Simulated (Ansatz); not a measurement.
## Ligand exchange: Sn(CH3)(SH) + CH4S2 → Sn(SH)2 + C2H6S

Species: Sn(CH3)(SH), singlet; CH4S2 (methyl hydrodisulfide) `CSS`, singlet; Sn(SH)2, singlet; C2H6S (dimethyl sulfide) `CSC`, singlet. The partners trade CH3 for SH: Sn–CH3 and S–SH bonds give way to Sn–SH and S–CH3.

Shapes, held fixed at every level: PBE0-D4/def2-TZVP. Flexible molecules stand in one conformer, not always the lowest. Programs: Ansatz 0.2.0. Electronic energies: no zero-point or thermal term.

```json
{"level": "PBE-D4/def2-TZVPP", "kind": "GGA", "ΔE (kJ/mol)": "-106.8", "less CCSD(T)/def2-TZVPP": "+1.4"}
{"level": "r2SCAN-D4/def2-TZVPP", "kind": "meta-GGA", "ΔE (kJ/mol)": "-111.6", "less CCSD(T)/def2-TZVPP": "-3.4"}
{"level": "PBE0-D4/def2-TZVPP", "kind": "global hybrid", "ΔE (kJ/mol)": "-109.8", "less CCSD(T)/def2-TZVPP": "-1.6"}
{"level": "wB97M-V/def2-TZVPP", "kind": "range-separated hybrid", "ΔE (kJ/mol)": "-106.7", "less CCSD(T)/def2-TZVPP": "+1.5"}
{"level": "B2PLYP/def2-TZVPP", "kind": "double hybrid", "ΔE (kJ/mol)": "-111.1", "less CCSD(T)/def2-TZVPP": "-2.9"}
{"level": "CCSD/def2-TZVPP", "kind": "coupled cluster or CI", "ΔE (kJ/mol)": "-108.6", "less CCSD(T)/def2-TZVPP": "-0.4"}
{"level": "CCSD(T)/def2-TZVPP", "kind": "coupled cluster or CI", "ΔE (kJ/mol)": "-108.2", "less CCSD(T)/def2-TZVPP": "0.0"}
```

The highest level, CCSD(T)/def2-TZVPP, gives ΔE = -108.2 kJ/mol; the levels span -111.6 to -106.7. The column of differences is taken from that level and isn't an error. No measured value is set beside it here. For atoms past krypton def2 sets carry core potentials with scalar relativity. Outer-core shells of Sn are correlated in most correlated rows, in sets that cover them unevenly.
